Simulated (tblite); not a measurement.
Compound: H₅N₂OSi₂ (doublet state).
InChI=1S/H5N2OSi2/c3-5-1-4-2-5/h1-2,5H,4H2

Computed with GFN2-xTB (tblite): harmonic, unscaled wavenumbers at the GFN2-xTB geometry, gas phase. The method is semi-empirical: single wavenumbers can be off by several per cent or more. Modes of hydrogen on silicon can be 10 to 20 % off. Open shells enter through the occupations alone, without spin polarisation, and single modes of such species can be off by tens of per cent.

Harmonic wavenumbers (cm⁻¹): 97.3, 200.3, 245.0, 351.2, 400.8, 451.3, 467.3, 508.0, 563.2, 576.6, 643.6, 660.9, 680.1, 732.0, 802.1, 878.9, 1001.8, 1030.5, 1324.0, 2115.4, 2293.5, 2313.9, 3496.1, 3505.8.

A = 7830, B = 2436, C = 2119 MHz; mass 104.994 u (most abundant isotopes); point group C1, symmetry number 1; spin multiplicity 2.

**Question.** What is the zero-point energy?

**Answer.** Half the sum of the wavenumbers: 12670 cm⁻¹ = 151.57 kJ/mol.

**Question.** Entropy at 500 K, 1 bar (ideal gas, RRHO, classical rotation)?

**Answer.** Translation 177.64, rotation 117.23, vibration 114.89, spin (R ln 2) 5.76: S = 415.5 J/(mol K).

**Question.** And Cp and H(500 K) − H(0)?

**Answer.** Cp = 155.34 J/(mol K), of which vibrations give 122.08 (their classical limit is 24 R = 199.5); H(500 K) − H(0) = 49.11 kJ/mol without the zero-point energy, 32.48 from vibrations.

**Question.** Which modes carry the vibrational entropy at 500 K?

**Answer.** 97.3 cm⁻¹: 18.93; 200.3 cm⁻¹: 13.01; 245.0 cm⁻¹: 11.39; 351.2 cm⁻¹: 8.57; 400.8 cm⁻¹: 7.57; 451.3 cm⁻¹: 6.70 J/(mol K); the other 18 give 48.71 together.

**Question.** What must be added to the electronic energy to get the Gibbs energy at 500 K and 1 bar?

**Answer.** ZPE + [H(500 K) − H(0)] − T·S = 151.57 + 49.11 − 207.76 = -7.08 kJ/mol.

**Question.** Blend soft modes into free rotors: weight 1/[1 + (100 cm⁻¹/ν̃)⁴] for the oscillator and the rest for a rotor with moment μB/(μ + B), μ = h/(8π²ν), B = 10⁻⁴⁴ kg m². What vibrational entropy results?

**Answer.** 112.29 J/(mol K) in place of 114.89, which changes −T·S at 500 K by +1.30 kJ/mol.

**Question.** How do the functions run with temperature in this model?

**Answer.** 
| T (K) | S (J/(mol K)) | Cp (J/(mol K)) | H − H(0) (kJ/mol) | G − H(0) (kJ/mol) | ln q(vib) |
| --- | --- | --- | --- | --- | --- |
| 50 | 226.3 | 39.0 | 1.75 | -9.57 | 0.07 |
| 100 | 257.1 | 52.0 | 4.00 | -21.71 | 0.38 |
| 298.15 | 344.6 | 117.9 | 21.08 | -81.65 | 2.85 |
| 373.15 | 373.0 | 135.1 | 30.60 | -108.57 | 4.01 |
| 750 | 483.5 | 179.1 | 91.21 | -271.40 | 9.74 |
| 1000 | 537.1 | 193.6 | 137.93 | -399.22 | 13.08 |

q(vib) and H(0) count from the zero-point level.

Hindered rotation and anharmonicity are outside this model. The structure is chiral; the term R ln 2 for an equal mix with its mirror image is left out.
